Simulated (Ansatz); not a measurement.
Stepwise reaction of `[NH2][Hf]([NH2])([F])[F]` with hydrogen fluoride, as a gas-phase model of exchange steps in deposition or etching. ΔE in kJ/mol.

Isolated molecules relaxed with PBE0-D4/def2-TZVP in Ansatz; ΔE leaves out vibrations. CCSD(T)/CBS is the MP2 limit (def2-TZVPP, def2-QZVPP) plus CCSD(T) − MP2 in def2-TZVPP, frozen cores. This one scheme is used for every species. Functionals use def2-TZVPP. B3LYP here is the variant with VWN-RPA as its local correlation; programs differ in this. def2 core potentials past Kr. For Hf outer-core shells are correlated without core-valence functions, which leaves a few kJ/mol of doubt a bond. Each species was taken in one conformer, which may not be the lowest.

```
step                                                           reaction  PBE-D4  B3LYP-D4  ωB97M-V  CCSD(T)/CBS
   1  `[NH2][Hf]([NH2])([F])[F]` + H–F → `[NH2][Hf]([F])([F])[F]` + NH₃  -118.2    -119.7   -119.5       -110.7
```

Task: Give the row of step 2, `[NH2][Hf]([F])([F])[F]` + H–F → `[F][Hf]([F])([F])[F]` + NH₃. (An estimate is asked.)

Result: The calculation gave: 
```tsv
step	reaction	PBE-D4	B3LYP-D4	ωB97M-V	CCSD(T)/CBS
2	`[NH2][Hf]([F])([F])[F]` + H–F → `[F][Hf]([F])([F])[F]` + NH₃	-115.0	-116.0	-115.3	-107.8
```

Task: By hand: ΔE of the 2 steps together at CCSD(T)/CBS.

Result: (-110.7) + (-107.8) = -218.5 kJ/mol, or -109.2 kJ/mol a step.

In ΔE the steps differ by no more than 2.9 kJ/mol. All are downhill at CCSD(T)/CBS. PBE-D4 differs from CCSD(T)/CBS by -7.5 to -7.2 kJ/mol a step. Isolated molecules leave out the surface, adducts and barriers. Largest T1 diagnostic: 0.016.
